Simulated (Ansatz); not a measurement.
Cost and result for the atomization energy of CH$_{3}$BZn (6 atoms, 5 bonds).

| atom | x (Å) | y (Å) | z (Å) |
| --- | --- | --- | --- |
| B1 | -0.2279 | 0.3646 | -0.5115 |
| C2 | 0.0473 | 0.0364 | 0.8227 |
| Zn3 | 0.5630 | -1.3742 | -1.7471 |
| H4 | -0.6512 | 1.0581 | -1.3736 |
| H5 | 0.5281 | -0.8439 | 1.2264 |
| H6 | -0.2593 | 0.7591 | 1.5832 |

Charge 0, multiplicity 1. For Zn the d shell is correlated and the shells below it are frozen. Scalar relativity is left out up to krypton. The bonds changed during the relaxation, so this is another structure than the one it started from. The structure was optimised at the PBE0-D4/def2-TZVP level. Program: Ansatz. All runs use 2 threads of an Arm Neoverse V1 on a shared host. Times are those of one run each, without the atoms' runs, and a repeat can differ threefold. Electronic energies, without spin–orbit coupling; frozen cores. CCSD(T)/CBS adds CCSD(T) − MP2 in def2-TZVPP to the MP2 limit, and its time is that of the two runs behind it. T1 = 0.015; the RHF reference is unstable towards UHF. With those shells the extrapolation isn't a true limit. B3LYP takes the VWN-RPA correlation (the form of Gaussian; ORCA's B3LYP/G). HSE06 is the plane-wave form, built on full-range PBE exchange.

CCSD(T)/CBS is a level of theory with its own doubt, some kJ/mol a heavy atom from the limit and from the frozen cores, so smaller differences don't rank the functionals.

```json
{"level": "LDA (SPW92)/def2-TZVPP", "functions": "168", "wall time": "1.1 s", "atomization (kJ/mol)": "2086.3", "difference from CCSD(T)/CBS": "286.8", "per bond": "57.4"}
{"level": "CCSD(T)/def2-SVP", "functions": "74", "wall time": "1.6 s", "atomization (kJ/mol)": "1722.7", "difference from CCSD(T)/CBS": "-76.8", "per bond": "-15.4"}
{"level": "revPBE-D4/def2-TZVPP", "functions": "168", "wall time": "1.8 s", "atomization (kJ/mol)": "1830.9", "difference from CCSD(T)/CBS": "31.4", "per bond": "6.3"}
{"level": "PBE0-D4/def2-TZVPP", "functions": "168", "wall time": "2.3 s", "atomization (kJ/mol)": "1835.1", "difference from CCSD(T)/CBS": "35.6", "per bond": "7.1"}
{"level": "HSE06-D4/def2-TZVPP", "functions": "168", "wall time": "2.5 s", "atomization (kJ/mol)": "1837.2", "difference from CCSD(T)/CBS": "37.7", "per bond": "7.5"}
{"level": "BHLYP-D4/def2-TZVPP", "functions": "168", "wall time": "2.6 s", "atomization (kJ/mol)": "1769.6", "difference from CCSD(T)/CBS": "-29.9", "per bond": "-6.0"}
{"level": "B3LYP-D4/def2-TZVPP (with forces)", "functions": "168", "wall time": "3.4 s", "atomization (kJ/mol)": "1827.3", "difference from CCSD(T)/CBS": "27.8", "per bond": "5.5"}
{"level": "r2SCANh-D4/def2-TZVPP", "functions": "168", "wall time": "4.1 s", "atomization (kJ/mol)": "1828.1", "difference from CCSD(T)/CBS": "28.6", "per bond": "5.7"}
{"level": "B2PLYP/def2-TZVPP", "functions": "168", "wall time": "4.2 s", "atomization (kJ/mol)": "1799.6", "difference from CCSD(T)/CBS": "0.1", "per bond": "0.0"}
{"level": "r2SCAN-D4/def2-TZVPP (with forces)", "functions": "168", "wall time": "4.2 s", "atomization (kJ/mol)": "1841.3", "difference from CCSD(T)/CBS": "41.8", "per bond": "8.3"}
{"level": "MP2/def2-QZVPP", "functions": "304", "wall time": "12 s", "atomization (kJ/mol)": "1817.1", "difference from CCSD(T)/CBS": "17.6", "per bond": "3.5"}
{"level": "CCSD(T)/def2-TZVPP", "functions": "168", "wall time": "29 s", "atomization (kJ/mol)": "1759.0", "difference from CCSD(T)/CBS": "-40.5", "per bond": "-8.1"}
{"level": "CCSD(T)/CBS(def2)", "functions": "–", "wall time": "41 s", "atomization (kJ/mol)": "1799.5", "difference from CCSD(T)/CBS": "0.0", "per bond": "0.0"}
```

From r2SCAN to r2SCAN0 (25 % exact exchange), in def2-TZVPP and without D4, the atomization energy moves by −32.5 kJ/mol: exact exchange takes away binding that semilocal exchange gives to molecules. At CCSD(T), def2-SVP lies −76.8 kJ/mol from the extrapolated value and def2-TZVPP −40.6 kJ/mol: correlation converges slowly with the basis, and small sets miss more of it in the bonded molecule than in its fragments. In def2-TZVPP, CCSD(T) changes the Hartree–Fock value by +430.1 kJ/mol (the triples alone add +34.0 kJ/mol) and MP2 by +464.2 kJ/mol; breaking electron pairs costs correlation energy, which Hartree–Fock lacks.
